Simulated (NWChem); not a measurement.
System: CHO$_{2}$ cation; SMILES O=C=[OH+]

Here is an NWChem input.

```
start job
memory heap 200 mb stack 900 mb global 1100 mb
charge 1
geometry units angstroms noautoz
  O      0.035541    -1.224123     0.000000
  C      0.004729    -0.085186     0.000000
  O     -0.164029     1.128390     0.000000
  H      0.606035     1.766601     0.000000
end
basis spherical
  * library def2-tzvp
end
dft
  xc b3lyp
  iterations 150
  mulliken
end
task dft energy
```

The geometry was optimised at PBE-D3(BJ)/def2-SVP.

What results follow from this input? (B3LYP/def2-TZVP.) Quantities: energy (Ha); highest occupied level (eV); orbital gap (eV).


```yaml
energy (Ha): -188.88
highest occupied level (eV): -19.20
orbital gap (eV): 10.16
```
